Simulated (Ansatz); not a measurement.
Z-matrix (Å, degrees):
```
Si
O 1 1.647
O 1 1.632 2 111.5
H 1 1.475 2 109.1 3 -116.7
H 1 1.480 2 105.2 3 121.5
Si 2 1.597 1 148.0 3 55.5
H 3 0.958 1 119.1 2 71.1
F 6 1.578 2 109.5 1 -89.4
Cl 6 2.022 2 111.4 1 29.8
Cl 6 2.017 2 109.9 1 152.3
```

Charge 0, multiplicity 1.

Question: List the PBE/def2-TZVPP orbital energies in eV (Ansatz). (An estimate is asked.)

Answer: The calculation gave: Occupied: -2739.42, -2739.42, -1782.68, -1780.92, -660.44, -511.09, -510.80, -250.02, -250.01, -190.71, -190.70, -190.54, -190.54, -190.54, -190.53, -140.09, -138.50, -96.85, -96.84, -96.82, -95.29, -95.24, -95.19, -30.27, -25.87, -25.37, -21.36, -20.81, -15.32, -13.92, -12.87, -11.79, -11.60, -10.98, -10.59, -10.41, -10.04, -9.60, -9.02, -8.88, -8.48, -8.37, -8.15, -8.02, -7.80. Lowest empty: -0.74, -0.56, 0.10, 0.41, 0.88, 1.26, 1.39, 1.72.
